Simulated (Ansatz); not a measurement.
`N[Si]1(F)C[SiH2]1`, charge 0, multiplicity 1.

Give a relaxed structure at PBE0-D4/def2-TZVP (the Gaussian-basis code of Ansatz). (Estimate.)

Computed: 
```xyz
11

N     0.998   -1.554    0.774
Si    0.808   -0.061   -0.003
F     2.143    0.510   -0.682
C    -0.713    0.138   -1.045
Si   -0.884    1.305    0.494
H     1.415   -1.619    1.687
H     1.098   -2.410    0.252
H    -0.615    0.675   -1.988
H    -1.419   -0.686   -1.127
H    -1.944    0.951    1.470
H    -0.888    2.751    0.167
```
This is one stationary point; other conformers may exist.
